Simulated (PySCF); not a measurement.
## Assigning NMR signals

Geometry (Å), atoms numbered from 1 in this order:
```xyz
10

N    -1.7722    0.9331   -0.3482
C    -0.9969    0.1073    0.2195
C     0.1894   -0.4638   -0.4855
B     1.5590   -0.0491    0.1481
F     1.6425    0.4264    1.3775
F     2.6916   -0.1887   -0.5123
H    -2.5105    1.2276    0.2974
H    -1.1286   -0.2251    1.2688
H     0.1651   -1.5702   -0.4365
H     0.1641   -0.1892   -1.5514
```

PySCF calculation with structure optimised with PBE0-D3(BJ)/def2-SVP, KT3/pcSseg-2 with gauge-including orbitals and J: B3LYP/pcJ-1 (spin–dipole term only in couplings to heteroatoms); equivalent nuclei averaged, non-relativistic, one conformer, in vacuum.

Referencing at the same level of theory: 13C, 1H vs TMS.

Q: Assign these signals to the numbered atoms. 13C{1H} NMR (computed): δ 166.9 (t, J = 3.5 Hz), 27.3 (t, J = 26.3 Hz).

A: 
| δ (ppm) | atoms | environment | reason |
| --- | --- | --- | --- |
| 166.9 | C2 | C=N carbon | – |
| 27.3 | C3 | sp3 CH2 bonded to B | – |

Q: Assign these signals to the numbered atoms. 1H NMR (400 MHz, computed): δ 9.33 (br s, 1H), 8.55 (t, J = 7.1 Hz, 1H), 2.25 (dt, J = 7.1, 4.0 Hz, 2H).

A: 
```tsv
δ (ppm)	atoms	environment	reason
9.33	H7	hydrogen on an imine nitrogen	exchangeable, gas-phase position
8.55	H8	hydrogen on a C=N carbon	–
2.25	H9/H10	hydrogen on an sp3 CH2 bonded to B	–
```

OH/NH shifts are gas-phase values; hydrogen bonding in solution moves them, usually downfield. A carbon bonded to boron is broadened by the quadrupolar boron nucleus and is often missing from a measured spectrum. Multiplet labels drop couplings under 1 Hz and merge nearly equal ones. Unscaled 3J(H,H) at this level run about 10 % above measured values. Shifts are as computed, not scaled to solution data. Of 1211 compounds with measured shifts, 218 miss one by over three times the rms of a fit or turn the order of signals round; such compounds aren't used in these exercises. Couplings across =CH–CH2 type bonds come from one rotamer and its mirror image, and can be 1–2 Hz further off. Couplings to exchangeable protons are dropped. 3J across rotatable bonds or in flexible rings reflects this conformer alone.
